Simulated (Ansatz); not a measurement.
Consider the ligand exchange at the Al–C bond: `C#[C][Al]([CH3])[C]#C` + H–F → `C#[C][Al]([CH3])[F]` + acetylene.

Program: Ansatz. Geometries: PBE0-D4/def2-TZVP. ΔE: electronic, gas phase. CBS: MP2 limit from def2 TZ/QZ plus the TZ coupled-cluster correction, frozen cores. This one scheme is used for every species.

`C#[C][Al]([CH3])[C]#C`:

```xyz
11

C    -0.247   -0.112    3.068
C    -0.156   -0.068    1.861
Al    0.036   -0.002   -0.034
C     1.784   -0.139   -0.857
C    -1.555    0.201   -1.062
C    -2.549    0.330   -1.740
H    -0.332   -0.149    4.130
H     2.444    0.657   -0.498
H     1.739   -0.079   -1.947
H     2.265   -1.084   -0.588
H    -3.428    0.444   -2.334
```

H–F:

```xyz
2

F     0.388    0.031    0.246
H    -0.388   -0.031   -0.246
```

`C#[C][Al]([CH3])[F]`:

```xyz
9

C    -1.397    2.261   -0.895
C    -0.779    1.223   -0.815
Al    0.192   -0.399   -0.618
C     0.752   -1.143    1.073
F     0.561   -1.198   -2.013
H    -1.941    3.175   -0.973
H     0.306   -2.130    1.230
H     1.837   -1.283    1.098
H     0.470   -0.506    1.913
```

`C#C`:

```xyz
4

C    -0.174    0.352   -0.452
C     0.174   -0.352    0.452
H    -0.483    0.977   -1.256
H     0.483   -0.977    1.256
```

```csv
species,CCSD(T)/CBS(def2) energy (Eh)
`C#[C][Al]([CH3])[C]#C`,-435.20007
H–F,-100.39570
`C#[C][Al]([CH3])[F]`,-458.41573
`C#C`,-77.22717
```

Question: Work out ΔE.

Answer: ΔE = (-458.41573) + (-77.22717) − (-435.20007) − (-100.39570) = -0.04713 Eh = -123.7 kJ/mol.

Largest T1 diagnostic among the species: 0.013.

Leaving LDA and LC-ωPBE aside and taking each functional with its dispersion term where it has one, the values, not all of them listed here, spread over 18.5 kJ/mol, from CAM-B3LYP-D4 to revPBE-D4. In def2-TZVPP, CCSD(T) changes the Hartree–Fock value by +12.1 kJ/mol (the triples alone add +3.2 kJ/mol) and MP2 by +13.6 kJ/mol.
